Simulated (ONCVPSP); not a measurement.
## What one change does to a pseudopotential (N, ONCV)

ONCVPSP 4.0.1 input, shortened (lines: element, Z, core and valence counts, functional; n l f; lmax; l rc ep ncon nbas qcut; lloc lpopt rc5 dvloc0; l nproj debl; icmod fcfact rcfact), LDA (Perdew-Wang 92), scalar-relativistic:

```
  N 7.00    1    2  -001012      upf
    1    0    2.00
    2    0    2.00
    2    1    3.00
    2
    0    0.90    0.00    4    9    9.30
    1    2.35    0.00    4    7    5.70
    2    2.05    0.34    5    9    5.20
    0    5    0.90    0.00
    0    0    2.90
    1    3    0.60
    2    2    1.80
    3    4.25    1.65
```

All-electron outer shells of the reference configuration (LDA (PZ), scalar-relativistic, ld1.x):

| shell | level (eV) | outermost node (bohr) | outermost maximum (bohr) |
| --- | --- | --- | --- |
| 1s | -381.53 | – | 0.15 |
| 2s | -18.42 | 0.32 | 1.02 |
| 2p | -7.24 | – | 0.97 |

Change: s: qcut 13.3; p: qcut 8.2; d: qcut 7.4.

Cutoffs: the cutoffs (Ha) at which the residual kinetic energy of the hardest occupied pseudo-wave falls to 1 and 0.1 mHa per electron; they do not see the model core or the augmentation charge, which bear on the density cutoff. Errors are all-electron minus pseudo energies relative to the spin-unpolarised reference configuration.

Question: How do hardness, ghosts and transferability respond?

Answer: The potential gets neither clearly harder nor softer (31 Ha and 39 Ha → 33 Ha and 42 Ha); the s channel sets the loose cutoff, while the largest relative change is in p, which becomes harder; of the 4 tests that both files solve, the error grows in 0 and shrinks in 4 by more than 15 % and 0.3 meV (median size 536.7 → 309.9 meV); neither file shows a bound ghost.

| quantity | base | changed |
| --- | --- | --- |
| cutoff, loose | 31 Ha | 33 Ha |
| cutoff, tight | 39 Ha | 42 Ha |
| loose cutoff by channel | s 31 Ha, p 12 Ha | s 33 Ha, p 16 Ha |
| bound ghosts | none | none |
| GHOST(+) flags under 300 eV | none | none |
| error for 2s2 2p2, meV [ΔE 13.73 eV] | +132 | +73 |
| error for 2s2 2p1, meV [ΔE 42.70 eV] | +942 | +547 |
| error for 2s2 2p0, meV [ΔE 89.87 eV] | +3238 | +1962 |
| error for 2s2 2p2.5, meV [ΔE 5.17 eV] | +23 | +12 |
| s: phases at 0.91 bohr within 0.05 rad from the reference energy up to (Ha; the scan ends near 5) | to the end of the scan | to the end of the scan |
| p: phases at 2.39 bohr within 0.05 rad from the reference energy up to (Ha; the scan ends near 5) | 4.0 | to the end of the scan |
| d: phases at 2.08 bohr within 0.05 rad from the reference energy up to (Ha; the scan ends near 5) | to the end of the scan | to the end of the scan |
| rms error of d²Exc/dni dnj with the model core, mHa | 0.97 | 0.98 |
